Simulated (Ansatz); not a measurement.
**Energy profile**

The step: Si₂H₄F₂ ([F][SiH]([F])[SiH3]) + H₂O + H₂O → SiH₂OF₂ ([OH][SiH]([F])[F]) + SiH₄ + H₂O; bonds formed: Si1–O7, Si2–H8, H6–O9; bonds broken: Si1–Si2, H6–O7, H8–O9 (atoms numbered as in the saddle structure below).

```
14
angstrom
Si -1.1503 -0.1321 -0.5204
Si 0.2818 -0.4699 1.6078
F -1.8845 -1.4443 -1.0922
F -2.1633 0.0210 0.7643
H -1.4407 1.1837 -1.1302
H 1.1669 0.5956 -1.2174
O 0.2349 -0.4067 -1.5980
H 0.7360 0.8047 0.2884
O 1.4848 1.3138 -0.5128
H -0.2531 0.1901 2.8208
H -0.2992 -1.8384 1.4688
H 1.7546 -0.6790 1.7529
H 0.3958 -1.3156 -1.8616
H 1.1363 2.1771 -0.7703
```

Electronic energies by CCSD(T) at an estimated basis limit (MP2 extrapolated from triple and quadruple zeta, plus CCSD(T) − MP2 in triple zeta), on PBE0-D4/def2-TZVP structures; Si₂H₈O₂F₂, closed shell; no counterpoise correction. Program: Ansatz 0.2.0. Basis: def2-TZVPP and def2-QZVPP. Cores are frozen in the correlated methods. Extrapolation: Hartree–Fock as exp(−7.88 √X), correlation as X^−2.97.

Question: Give the profile in eV, counted from the separated reactants. (To be estimated.)

Answer: Computed:
| point | eV |
| --- | --- |
| separated: Si₂H₄F₂ (linked as [F][SiH]([F])[SiH3]; Si1, Si2, F3, F4, H5, H10, H11, H12; singlet) + H₂O (H6, O7, H13; singlet) + H₂O (H8, O9, H14; singlet) | 0.000 |
| start structure | -0.542 |
| saddle | 1.453 |
| end structure | -1.658 |
| separated: SiH₂OF₂ (linked as [OH][SiH]([F])[F]; Si1, F3, F4, H5, O7, H13; singlet) + SiH₄ (Si2, H8, H10, H11, H12; singlet) + H₂O (H6, O9, H14; singlet) | -1.434 |

T1 diagnostic: at most 0.013.

For scale, one of the runs: CCSD(T)/def2-TZVPP, 320 basis functions, launched by `ansatz run in.yaml --threads 4 --pin off --events-out ev --progress --plain --max-ram 41984MiB --backend cuda --devices 0, --max-vram 37GiB`. Hardware: 4 CPU threads of an AMD EPYC 7R13 and a share of one NVIDIA H100, shared host. Wall time 11 s; peak host memory 0.83 GiB.
